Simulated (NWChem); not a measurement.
All runs are NWChem calculations. System: BF, charge 0, spin multiplicity 1, at a geometry optimised with B3LYP/def2-SVP. The structure started from a generated list of species. Level: RHF/def2-QZVP.

Job file:

```
start mol
memory heap 200 mb stack 900 mb global 1100 mb
geometry units angstroms nocenter noautoz
  B      0.000000     0.000000    -0.812271
  F      0.000000     0.000000     0.451262
  symmetry group C2v
end
basis spherical
  * library def2-qzvp
end
scf
  rhf
  nopen 0
  maxiter 100
  thresh 1e-7
  semidirect memsize 60000000 filesize 0
end
task scf energy
```

NWChem printed:

```
             Northwest Computational Chemistry Package (NWChem) 7.3.0
             --------------------------------------------------------

                                NWChem Input Module
                                -------------------

 Scaling coordinates for geometry "geometry" by  1.889725989
 (inverse scale =  0.529177249)

 Turning off AUTOSYM since
 SYMMETRY directive was detected!

                             Geometry "geometry" -> ""
                             -------------------------

 Output coordinates in angstroms (scale by  1.889725989 to convert to a.u.)

  No.       Tag          Charge          X              Y              Z
 ---- ---------------- ---------- -------------- -------------- --------------
    1 B                    5.0000     0.00000000     0.00000000    -0.81227100
    2 F                    9.0000     0.00000000     0.00000000     0.45126200

 Effective nuclear repulsion energy (a.u.)      18.8463429170

            Nuclear Dipole moment (a.u.)
            ----------------------------
        X                 Y               Z
 ---------------- ---------------- ----------------
     0.0000000000     0.0000000000     0.0000056692

      Symmetry information
      --------------------

 Group name             C2v
 Group number             16
 Group order               4
 No. of unique centers     2

      Symmetry unique atoms

     1    2


 Summary of "ao basis" -> "" (spherical)
 ------------------------------------------------------------------------------
       Tag                 Description            Shells   Functions and Types
 ---------------- ------------------------------  ------  ---------------------
 *                         def2-qzvp                  on all atoms

 Summary of "ao basis" -> "ao basis" (spherical)
 ------------------------------------------------------------------------------
       Tag                 Description            Shells   Functions and Types
 ---------------- ------------------------------  ------  ---------------------
 B                         def2-qzvp                17       57   7s4p3d2f1g
 F                         def2-qzvp                17       57   7s4p3d2f1g

                                 NWChem SCF Module
                                 -----------------

  ao basis        = "ao basis"
  functions       =   114
  atoms           =     2
  closed shells   =     7
  open shells     =     0
  charge          =   0.00
  wavefunction    = RHF
  use symmetry    = T
  symmetry adapt  = T

 Summary of "ao basis" -> "ao basis" (spherical)
 ------------------------------------------------------------------------------
       Tag                 Description            Shells   Functions and Types
 ---------------- ------------------------------  ------  ---------------------
 B                         def2-qzvp                17       57   7s4p3d2f1g
 F                         def2-qzvp                17       57   7s4p3d2f1g

      Symmetry analysis of basis
      --------------------------

        a1         48
        a2         14
        b1         26
        b2         26

 Forming initial guess at       0.2s

      Superposition of Atomic Density Guess
      -------------------------------------

 Sum of atomic energies:        -123.95714736

      Non-variational initial energy
      ------------------------------

 Total energy =    -124.200770
 1-e energy   =    -208.519792
 2-e energy   =      65.472680
 HOMO         =      -0.317194
 LUMO         =       0.036767

      Symmetry analysis of molecular orbitals - initial
      -------------------------------------------------

 !! scf_movecs_sym_adapt:   80 vectors were symmetry contaminated

  Symmetry fudging

 !! scf_movecs_sym_adapt:   72 vectors were symmetry contaminated

  Numbering of irreducible representations:

     1 a1          2 a2          3 b1          4 b2

  Orbital symmetries:

     1 a1          2 a1          3 a1          4 a1          5 b1
     6 b2          7 a1          8 b2          9 b1         10 a1
    11 b1         12 b2         13 a1         14 a1         15 a1
    16 a1         17 a2

 Starting SCF solution at       3.9s

 ----------------------------------------------
         Quadratically convergent ROHF

 Convergence threshold     :          1.000E-07
 Maximum no. of iterations :          100
 Final Fock-matrix accuracy:          1.000E-09
 ----------------------------------------------

              iter       energy          gnorm     gmax       time
             ----- ------------------- --------- --------- --------
                 1     -124.1405527818  6.96D-01  2.30D-01      4.0
                 2     -124.1649253318  2.12D-01  5.57D-02      4.2
                 3     -124.1680395392  1.37D-02  3.98D-03      4.5
                 4     -124.1680605800  9.69D-05  2.75D-05      4.8
                 5     -124.1680605809  9.28D-09  3.18D-09      5.4

       Final RHF  results
       ------------------

         Total SCF energy =   -124.168060580867
      One-electron energy =   -208.964238258458
      Two-electron energy =     65.949834760559
 Nuclear repulsion energy =     18.846342917032

        Time for solution =      1.5s

       Symmetry analysis of molecular orbitals - final
       -----------------------------------------------

  Numbering of irreducible representations:

     1 a1          2 a2          3 b1          4 b2

  Orbital symmetries:

     1 a1          2 a1          3 a1          4 a1          5 b2
     6 b1          7 a1          8 b1          9 b2         10 a1
    11 b1         12 b2         13 a1         14 a1         15 a1
    16 a2         17 a1

             Final eigenvalues
             -----------------

              1
    1  -26.3759
    2   -7.7081
    3   -1.6987
    4   -0.8541
    5   -0.7452
    6   -0.7452
    7   -0.4050
    8    0.0703
    9    0.0703
   10    0.1138
   11    0.1956
   12    0.1956
   13    0.2034
   14    0.3746
   15    0.3993
   16    0.3993
   17    0.4179

                       ROHF Final Molecular Orbital Analysis
                       -------------------------------------

 Vector    5  Occ=2.000000D+00  E=-7.452203D-01  Symmetry=b2
              MO Center=  1.7D-31,  3.2D-17,  3.7D-01, r^2= 5.3D-01
   Bfn.  Coefficient  Atom+Function         Bfn.  Coefficient  Atom+Function
  ----- ------------  ---------------      ----- ------------  ---------------
    66      0.360344  2 F  py                69      0.345084  2 F  py
    72      0.320214  2 F  py

 Vector    6  Occ=2.000000D+00  E=-7.452203D-01  Symmetry=b1
              MO Center=  5.8D-17,  9.8D-32,  3.7D-01, r^2= 5.3D-01
   Bfn.  Coefficient  Atom+Function         Bfn.  Coefficient  Atom+Function
  ----- ------------  ---------------      ----- ------------  ---------------
    65      0.360344  2 F  px                68      0.345084  2 F  px
    71      0.320214  2 F  px

 Vector    7  Occ=2.000000D+00  E=-4.050169D-01  Symmetry=a1
              MO Center= -2.3D-16, -1.8D-16, -1.2D+00, r^2= 1.3D+00
   Bfn.  Coefficient  Atom+Function         Bfn.  Coefficient  Atom+Function
  ----- ------------  ---------------      ----- ------------  ---------------
     6      0.490372  1 B  s                  7      0.340013  1 B  s
     5      0.219403  1 B  s                 13     -0.175696  1 B  pz
    10     -0.172499  1 B  pz

 Vector    8  Occ=0.000000D+00  E= 7.026431D-02  Symmetry=b1
              MO Center=  5.6D-16,  3.2D-31, -9.3D-01, r^2= 6.0D+00
   Bfn.  Coefficient  Atom+Function         Bfn.  Coefficient  Atom+Function
  ----- ------------  ---------------      ----- ------------  ---------------
    17      0.959303  1 B  px                11      0.245031  1 B  px
    74     -0.210690  2 F  px

 Vector    9  Occ=0.000000D+00  E= 7.026431D-02  Symmetry=b2
              MO Center= -1.1D-32, -1.8D-16, -9.3D-01, r^2= 6.0D+00
   Bfn.  Coefficient  Atom+Function         Bfn.  Coefficient  Atom+Function
  ----- ------------  ---------------      ----- ------------  ---------------
    18      0.959303  1 B  py                12      0.245031  1 B  py
    75     -0.210690  2 F  py

 Vector   10  Occ=0.000000D+00  E= 1.138023D-01  Symmetry=a1
              MO Center= -2.5D-16,  1.4D-15, -8.9D-01, r^2= 9.6D+00
   Bfn.  Coefficient  Atom+Function         Bfn.  Coefficient  Atom+Function
  ----- ------------  ---------------      ----- ------------  ---------------
    19      1.577145  1 B  pz                 6     -1.190890  1 B  s
    16     -1.055061  1 B  pz                64      0.827153  2 F  s
     7      0.395159  1 B  s                 76     -0.394578  2 F  pz
     5      0.251101  1 B  s                 32     -0.211763  1 B  d  0
    73     -0.202874  2 F  pz                13     -0.190920  1 B  pz

 center of mass
 --------------
 x =   0.00000000 y =   0.00000000 z =  -0.02325575

 moments of inertia (a.u.)
 ------------------
          39.738834308119           0.000000000000           0.000000000000
           0.000000000000          39.738834308119           0.000000000000
           0.000000000000           0.000000000000           0.000000000000

  Mulliken analysis of the total density
  --------------------------------------

    Atom       Charge   Shell Charges
 -----------   ------   -------------------------------------------------------
    1 B    5     4.75   1.02  0.00  0.71  0.24  0.42  0.85  0.52  0.33  0.37  0.14  0.02  0.02  0.07  0.02  0.01  0.02  0.00
    2 F    9     9.25   1.16  0.01  0.63  0.17  0.53  1.03  0.36  1.53  1.88  1.59  0.34  0.00  0.00  0.01  0.00  0.00  0.00

       Multipole analysis of the density wrt the origin
       ------------------------------------------------

     L   x y z        total         open         nuclear
     -   - - -        -----         ----         -------
     0   0 0 0     -0.000000      0.000000     14.000000

     1   1 0 0      0.000000      0.000000      0.000000
     1   0 1 0      0.000000      0.000000      0.000000
     1   0 0 1      0.339476      0.000000      0.000006

     2   2 0 0     -7.718813      0.000000      0.000000
     2   1 1 0      0.000000      0.000000      0.000000
     2   1 0 1     -0.000000      0.000000      0.000000
     2   0 2 0     -7.718813      0.000000      0.000000
     2   0 1 1     -0.000000      0.000000      0.000000
     2   0 0 2    -10.892689      0.000000     18.325479

 Task  times  cpu:        5.4s     wall:        5.4s

 Total times  cpu:        5.5s     wall:        5.5s
```
